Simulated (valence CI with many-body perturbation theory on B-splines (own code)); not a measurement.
Results of a calculation; reference values are marked as such.
Level structure of Pm XXIII

Method: relativistic CI+MBPT: three valence electrons over a frozen Dirac-Fock core [Kr], a basis of 9 s, 9 p, 10 d, 8 f, 5 g, 3 h, 1 i functions for each j, with the one-electron correlation potential Σ1, the two-electron term Σ2, the three-electron term Σ3, Breit, model QED; selected CI, second order for the rest (own B-spline code, finite nucleus).

No measured levels were compared; by estimate terms of the open shell hold to 2 to 4 % of their energy, and close levels can change places. Only levels of the ground parity were solved; by the run's estimate the other parity begins above the list, which can be wrong where configurations are misplaced.

Levels 1 to 19 of 19, with energies above the lowest level, (4d3/2^3) J=3/2. "Leading %" is the weight of the configuration and term that name the level; weights of strongly mixed levels are sums over their largest components and can fall short. In the jj column 3d3/2^4 stands for four electrons in 3d with j = 3/2.

| No. | Configuration | Term | J | E (cm⁻¹) | Leading % | Second component | Leading jj | g |
| --- | --- | --- | --- | --- | --- | --- | --- | --- |
| 1 | 4d3 | 4F | 3/2 | 0.0 | 69 | 24 % 4d3 2D | 4d3/2^3 (86 %) | 0.565 |
| 2 | 4d3 | 4F | 5/2 | 31446 | 91 | 8 % 4d3 2D | 4d3/2^2 4d5/2 (95 %) | 1.042 |
| 3 | 4d3 | 4F | 7/2 | 48739 | 65 | 28 % 4d3 2G | 4d3/2^2 4d5/2 (76 %) | 1.131 |
| 4 | 4d3 | 4P | 3/2 | 49468 | 44 | 32 % 4d3 2P | 4d3/2^2 4d5/2 (90 %) | 1.315 |
| 5 | 4d3 | 2G | 9/2 | 54969 | 42 | 30 % 4d3 4F | 4d3/2^2 4d5/2 (89 %) | 1.118 |
| 6 | 4d3 | 4P | 1/2 | 58003 | 67 | 33 % 4d3 2P | 4d3/2^2 4d5/2 (98 %) | 2.008 |
| 7 | 4d3 | 2G | 7/2 | 86795 | 62 | 34 % 4d3 4F | 4d3/2 4d5/2^2 (84 %) | 1.014 |
| 8 | 4d3 | 4P | 5/2 | 88320 | 80 | 13 % 4d3 2D | 4d3/2^2 4d5/2 (53 %) | 1.500 |
| 9 | 4d3 | 4F | 9/2 | 91848 | 50 | 49 % 4d3 2H | 4d3/2 4d5/2^2 (80 %) | 1.122 |
| 10 | 4d3 | 2D | 3/2 | 103340 | 43 | 41 % 4d3 4P | 4d3/2 4d5/2^2 (97 %) | 1.163 |
| 11 | 4d3 | 2P | 1/2 | 108740 | 67 | 33 % 4d3 4P | 4d3/2 4d5/2^2 (98 %) | 1.324 |
| 12 | 4d3 | 2H | 11/2 | 113810 | 100 |  | 4d3/2 4d5/2^2 (100 %) | 1.089 |
| 13 | 4d3 | 2D | 5/2 | 121730 | 90 | 7 % 4d3 4F | 4d3/2 4d5/2^2 (63 %) | 1.176 |
| 14 | 4d3 | 2F | 5/2 | 128420 | 73 | 14 % 4d3 2D | 4d3/2 4d5/2^2 (80 %) | 1.001 |
| 15 | 4d3 | 2F | 7/2 | 134660 | 90 | 9 % 4d3 2G | 4d3/2 4d5/2^2 (92 %) | 1.119 |
| 16 | 4d3 | 2G | 9/2 | 142840 | 58 | 22 % 4d3 2H | 4d5/2^3 (90 %) | 1.108 |
| 17 | 4d3 | 2P | 3/2 | 152370 | 55 | 32 % 4d3 2D | 4d5/2^3 (68 %) | 1.175 |
| 18 | 4d3 | 2D | 3/2 | 190180 | 94 |  | 4d3/2 4d5/2^2 (68 %) | 0.839 |
| 19 | 4d3 | 2D | 5/2 | 201180 | 74 | 18 % 4d3 2F | 4d5/2^3 (81 %) | 1.158 |

Where two levels of one J and parity lie close, their mixing, g and order are uncertain.

The ionisation energy to 4d2 3F_2 of the next ion comes out as 690.4 eV (NIST: 689 ± 4 eV (theoretical)). All 19 levels together are meant to be complete up to 209230 cm⁻¹.
